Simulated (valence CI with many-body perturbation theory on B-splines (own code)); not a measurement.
# Pd XXV: M1 decay

Computed by relativistic CI+MBPT: four valence electrons over a frozen Dirac-Fock core [Ar], radial functions for each j: 7 s, 7 p, 8 d, 6 f, 4 g, 1 h, with the one-electron correlation potential Σ1, the two-electron term Σ2, the three-electron term Σ3, Breit, model QED; selected CI, second order for the rest, scaled by the run's own slope (own B-spline code, finite nucleus).

No measured levels were compared; by estimate terms of the open shell hold to 2 to 4 % of their energy, and close levels can change places. Only levels of the ground parity were solved; by the run's estimate the other parity begins above the list, which can be wrong where configurations are misplaced.

Lines 51 to 100 of 120 in falling wavelength, among levels below 62.725 eV, chosen from the decays that carry over 1 % of a level's rate. Wavelengths and rates use the calculated energies, so an error of 3000 cm⁻¹ moves a line at 1441 Å by 4.3 % and its rate by three times that or more. S is in atomic units (e²a₀⁴ for E2 and M2, e²a₀⁶ for E3), for M1 in squared Bohr magnetons. Weak lines are less certain than strong ones. Lines between different terms over intervals too small for the method are left out, as are lines whose strength nearly cancels.

Names give the largest LS component (configuration and term), which can be under half, so a name can repeat, a term be missing and a line seem to break the LS rules; names also repeat where a configuration has a term twice. Letters in brackets count levels of one name in rising energy.

```csv
λ vac (Å),Upper,Lower,Type,A (s⁻¹),S (a.u.)
1441,3d⁴ ³G_3,3d⁴ ⁵D_3,M1,1.72e+03,1.34e+00
1427,3d⁴ ³D_1,3d⁴ ³P_1 [a],M1,1.88e+03,6.08e-01
1398,3d⁴ ¹I_6,3d⁴ ³H_5,M1,1.63e+03,2.15e+00
1390,3d⁴ ³P_2 [d],3d⁴ ³P_2 [b],M1,1.37e+03,6.81e-01
1373,3d⁴ ³D_1,3d⁴ ³F_2 [a],M1,1.56e+03,4.50e-01
1359,3d⁴ ¹G_4 [a],3d⁴ ³G_4,M1,3.55e+02,2.97e-01
1346,3d⁴ ³P_0 [a],3d⁴ ⁵D_1,M1,1.00e+04,9.08e-01
1323,3d⁴ ³P_2 [c],3d⁴ ³P_2 [a],M1,1.19e+03,5.12e-01
1297,3d⁴ ¹F_3,3d⁴ ³F_3 [a],M1,8.42e+02,4.77e-01
1217,3d⁴ ¹F_3,3d⁴ ³F_4 [a],M1,7.15e+01,3.34e-02
1189,3d⁴ ³G_3,3d⁴ ⁵D_2,M1,1.05e+03,4.58e-01
1167,3d⁴ ¹F_3,3d⁴ ³P_2 [a],M1,8.79e+02,3.62e-01
1146,3d⁴ ³G_5,3d⁴ ³H_4,M1,1.05e+02,6.46e-02
1144,3d⁴ ³F_4 [b],3d⁴ ³G_5,M1,1.07e+03,5.33e-01
1131,3d⁴ ³F_2 [a],3d⁴ ⁵D_2,M1,1.81e+03,4.86e-01
1109,3d⁴ ³G_4,3d⁴ ⁵D_4,M1,1.84e+02,8.38e-02
1104,3d⁴ ³F_2 [b],3d⁴ ³D_1,M1,1.58e+03,3.94e-01
1097,3d⁴ ³P_1 [a],3d⁴ ⁵D_2,M1,6.11e+03,8.98e-01
1091,3d⁴ ¹F_3,3d⁴ ³G_4,M1,7.52e+02,2.54e-01
1063,3d⁴ ¹S_0 [a],3d⁴ ³P_1 [a],M1,8.65e+03,3.85e-01
1024,3d⁴ ¹G_4 [a],3d⁴ ³H_5,M1,5.01e+02,1.79e-01
1023,3d⁴ ³F_4 [b],3d⁴ ³D_3,M1,3.04e+03,1.09e+00
1010,3d⁴ ³G_4,3d⁴ ⁵D_3,M1,2.21e+01,7.58e-03
1004,3d⁴ ³F_4 [a],3d⁴ ⁵D_4,M1,1.29e+03,4.35e-01
996.4,3d⁴ ³F_2 [b],3d⁴ ³P_2 [b],M1,1.48e+03,2.71e-01
968.8,3d⁴ ¹G_4 [a],3d⁴ ³G_3,M1,2.68e+02,8.14e-02
960.8,3d⁴ ³P_2 [c],3d⁴ ³P_1 [a],M1,9.80e+02,1.61e-01
954.8,3d⁴ ³F_3 [a],3d⁴ ⁵D_4,M1,2.11e+03,4.77e-01
953.1,3d⁴ ³P_2 [a],3d⁴ ⁵D_3,M1,4.26e+02,6.84e-02
940.9,3d⁴ ³D_1,3d⁴ ³P_0 [a],M1,3.39e+03,3.14e-01
936.2,3d⁴ ³P_2 [c],3d⁴ ³F_2 [a],M1,3.84e+02,5.84e-02
927.9,3d⁴ ³F_2 [a],3d⁴ ⁵D_1,M1,2.34e+03,3.46e-01
922.0,3d⁴ ³F_4 [a],3d⁴ ⁵D_3,M1,1.29e+03,3.37e-01
900.0,3d⁴ ³P_2 [c],3d⁴ ³G_3,M1,1.67e+03,2.25e-01
897.5,3d⁴ ³F_2 [b],3d⁴ ³D_3,M1,1.38e+03,1.86e-01
880.5,3d⁴ ³F_3 [a],3d⁴ ⁵D_3,M1,1.87e+02,3.32e-02
869.8,3d⁴ ³F_4 [b],3d⁴ ³F_4 [a],M1,3.02e+03,6.62e-01
855.8,3d⁴ ³D_3,3d⁴ ⁵D_4,M1,3.06e+02,4.98e-02
824.7,3d⁴ ¹F_3,3d⁴ ³G_3,M1,8.60e+02,1.25e-01
809.4,3d⁴ ³F_2 [b],3d⁴ ³F_3 [a],M1,2.80e+03,2.76e-01
807.7,3d⁴ ¹G_4 [a],3d⁴ ³H_4,M1,3.86e+02,6.78e-02
803.8,3d⁴ ³F_4 [b],3d⁴ ³G_4,M1,2.35e+03,4.07e-01
795.6,3d⁴ ³D_3,3d⁴ ⁵D_3,M1,1.41e+03,1.85e-01
786.1,3d⁴ ³G_5,3d⁴ ⁵D_4,M1,2.00e+02,3.96e-02
764.5,3d⁴ ³F_3 [b],3d⁴ ³F_4 [a],M1,6.66e+02,7.73e-02
756.5,3d⁴ ³F_2 [b],3d⁴ ³P_2 [a],M1,4.31e+02,3.46e-02
756.2,3d⁴ ³P_2 [d],3d⁴ ³P_1 [a],M1,9.94e+02,7.97e-02
740.9,3d⁴ ³P_2 [d],3d⁴ ³F_2 [a],M1,5.90e+01,4.44e-03
731.3,3d⁴ ³P_2 [b],3d⁴ ⁵D_3,M1,6.13e+03,4.44e-01
719.5,3d⁴ ³P_2 [a],3d⁴ ⁵D_1,M1,4.87e+02,3.36e-02
```
